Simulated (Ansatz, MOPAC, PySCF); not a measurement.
Isomers of C2H3BO. All species are isolated molecules in the gas phase. One relaxed conformer stands for each flexible species; it need not be the lowest. Strings in code marks are SMILES.

Quantity: vertical ionisation energy (energy after one electron is removed minus that of the parent at the parent's geometry), in eV. The restricted reference of `C=C1BO1` is unstable towards unrestricted orbitals.

Level 1: frozen-core CCSD(T)/cc-pVTZ // PBE-D3(BJ)/def2-TZVP (Ansatz, a quantum-chemistry and plane-wave program)
Level 2: PBE-D3(BJ)/def2-TZVP (PySCF)
Level 3: minus the HOMO energy of PM7 // PBE-D3(BJ)/def2-TZVP (MOPAC)
Level 4: minus the HOMO energy of SVWN5/6-31G* // PBE-D3(BJ)/def2-TZVP (PySCF)

```csv
species,level 2,level 3,level 4
`C=C1BO1`,9.84,10.25,6.10
`[H]/B=C1\CO1`,8.39,9.04,4.69
`OC1=CB1` (H–O–C–C torsion 180°),10.30,10.71,6.48
`OB1C=C1` (H–O–B–C torsion 180°),9.87,10.37,5.97
`B1[C@@H]2O[C@H]12`,9.23,9.60,5.33
```

Problem. What does level 1 give for each, and how far do the other levels lie from it on average?

Solution. 
- `C=C1BO1`: 9.88
- `[H]/B=C1\CO1`: 8.49
- `OC1=CB1` (H–O–C–C torsion 180°): 10.63
- `OB1C=C1` (H–O–B–C torsion 180°): 10.18
- `B1[C@@H]2O[C@H]12`: 9.33
Mean absolute difference from level 1, which has limits of its own, over these rows (drawn at random from the members that have all these levels): level 2 0.175 eV, level 3 0.293 eV, level 4 3.99 eV.
